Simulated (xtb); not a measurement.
xtb input (GFN2-xTB):

```bash
xtb mol.xyz --gfn 2 --sp --chrg 0 --uhf 0
```
mol.xyz:
```
12

Si     0.58987530     0.00140122    -0.71858300
C      2.14729039    -0.99298703    -0.61847022
Cl     0.80056612     1.72476569     0.41938055
O     -0.66052945    -0.86075454    -0.13350521
Si    -2.10934293    -0.78670260     0.64204329
H      0.28162136     0.44689716    -2.09041607
H      2.04552148    -1.91181596    -1.20022797
H      2.99225482    -0.42588758    -1.01267473
H      2.36540803    -1.26185461     0.41633289
H     -2.99682815     0.19204162    -0.02598292
H     -1.90901655    -0.38909853     2.05226368
H     -2.71554494    -2.13312071     0.58165484
```

End of the output:

```
         :::::::::::::::::::::::::::::::::::::::::::::::::::::
         ::                     SUMMARY                     ::
         :::::::::::::::::::::::::::::::::::::::::::::::::::::
         :: total energy             -17.936367662964 Eh    ::
         :: gradient norm              0.039163048110 Eh/a0 ::
         :: HOMO-LUMO gap              5.789105818340 eV    ::
         ::.................................................::
         :: SCC energy               -18.064980233287 Eh    ::
         :: -> isotropic ES            0.057340488073 Eh    ::
         :: -> anisotropic ES          0.002037471666 Eh    ::
         :: -> anisotropic XC          0.002112295872 Eh    ::
         :: -> dispersion             -0.008564090897 Eh    ::
         :: repulsion energy           0.128612570323 Eh    ::
         :: add. restraining           0.000000000000 Eh    ::
         :: total charge               0.000000000000 e     ::
         :::::::::::::::::::::::::::::::::::::::::::::::::::::

           -------------------------------------------------
          |                Property Printout                |
           -------------------------------------------------

    * Orbital Energies and Occupations

         #    Occupation            Energy/Eh            Energy/eV
      -------------------------------------------------------------
         1        2.0000           -1.0415581             -28.3422
       ...           ...                  ...                  ...
         4        2.0000           -0.6131545             -16.6848
         5        2.0000           -0.5706386             -15.5279
         6        2.0000           -0.5081249             -13.8268
         7        2.0000           -0.5033969             -13.6981
         8        2.0000           -0.4985361             -13.5659
         9        2.0000           -0.4805750             -13.0771
        10        2.0000           -0.4781875             -13.0121
        11        2.0000           -0.4434615             -12.0672
        12        2.0000           -0.4371294             -11.8949
        13        2.0000           -0.4274289             -11.6309
        14        2.0000           -0.4253048             -11.5731
        15        2.0000           -0.4214250             -11.4676
        16        2.0000           -0.4129495             -11.2369 (HOMO)
        17                         -0.2002038              -5.4478 (LUMO)
        18                         -0.1855063              -5.0479
        19                         -0.1791002              -4.8736
        20                         -0.1614339              -4.3928
        21                         -0.1444523              -3.9307
        22                         -0.1317004              -3.5837
        23                         -0.0599176              -1.6304
        24                         -0.0560878              -1.5262
        25                         -0.0006717              -0.0183
        26                          0.0258886               0.7045
        27                          0.0307795               0.8376
       ...                                ...                  ...
        42                          0.8477422              23.0682
      -------------------------------------------------------------
                  HL-Gap            0.2127457 Eh            5.7891 eV
             Fermi-level           -0.3065766 Eh           -8.3424 eV

     #   Z          covCN         q      C6AA      α(0)
     1  14 Si       3.455     0.580   100.674    19.535
     2   6 C        3.654    -0.199    24.789     7.149
     3  17 Cl       0.802    -0.285   108.117    15.906
     4   8 O        1.539    -0.435    21.632     6.274
     5  14 Si       3.599     0.529    97.412    18.958
     6   1 H        0.915    -0.060     4.339     3.258
     7   1 H        0.924     0.042     2.422     2.434
     8   1 H        0.924     0.038     2.471     2.458
     9   1 H        0.924     0.056     2.245     2.343
    10   1 H        0.913    -0.093     5.329     3.611
    11   1 H        0.914    -0.085     5.080     3.526
    12   1 H        0.914    -0.087     5.144     3.548

 Mol. C6AA /au·bohr⁶  :       2808.988264
 Mol. C8AA /au·bohr⁸  :     107071.467445
 Mol. α(0) /au        :         88.999321

Wiberg/Mayer (AO) data.
largest (>0.10) Wiberg bond orders for each atom

 ---------------------------------------------------------------------------
     #   Z sym  total        # sym  WBO       # sym  WBO       # sym  WBO
 ---------------------------------------------------------------------------
     1  14 Si   3.982 --     4 O    1.124     3 Cl   1.020     2 C    0.907
                             6 H    0.871
     2   6 C    3.986 --     8 H    0.991     7 H    0.988     9 H    0.977
                             1 Si   0.907
     3  17 Cl   1.144 --     1 Si   1.020
     4   8 O    2.348 --     1 Si   1.124     5 Si   1.031
     5  14 Si   3.752 --     4 O    1.031    11 H    0.894    10 H    0.894
                            12 H    0.892
     6   1 H    0.996 --     1 Si   0.871
     7   1 H    0.998 --     2 C    0.988
     8   1 H    0.997 --     2 C    0.991
     9   1 H    0.997 --     2 C    0.977
    10   1 H    0.991 --     5 Si   0.894
    11   1 H    0.993 --     5 Si   0.894
    12   1 H    0.992 --     5 Si   0.892
 ---------------------------------------------------------------------------

Topologies differ in total number of bonds
Writing topology from bond orders to xtbtopo.mol

molecular dipole:
                 x           y           z       tot (Debye)
 q only:       -0.275      -0.615      -0.340
   full:       -0.002      -0.760      -0.404       2.186
molecular quadrupole (traceless):
                xx          xy          yy          xz          yz          zz
 q only:        3.514      -1.297      -4.590      -2.648      -1.765       1.075
  q+dip:        1.508      -3.273      -4.055      -0.800      -1.997       2.547
Note: The following floating-point exceptions are signalling: IEEE_UNDERFLOW_FLAG IEEE_DENORMAL
normal termination of xtb
   full:        3.231      -2.846      -4.591      -2.198      -1.692       1.360

           -------------------------------------------------
          | TOTAL ENERGY              -17.936367662964 Eh   |
          | GRADIENT NORM               0.039163048110 Eh/α |
          | HOMO-LUMO GAP               5.789105818340 eV   |
           -------------------------------------------------

------------------------------------------------------------------------
------------------------------------------------------------------------
 total:
 SCF:
```
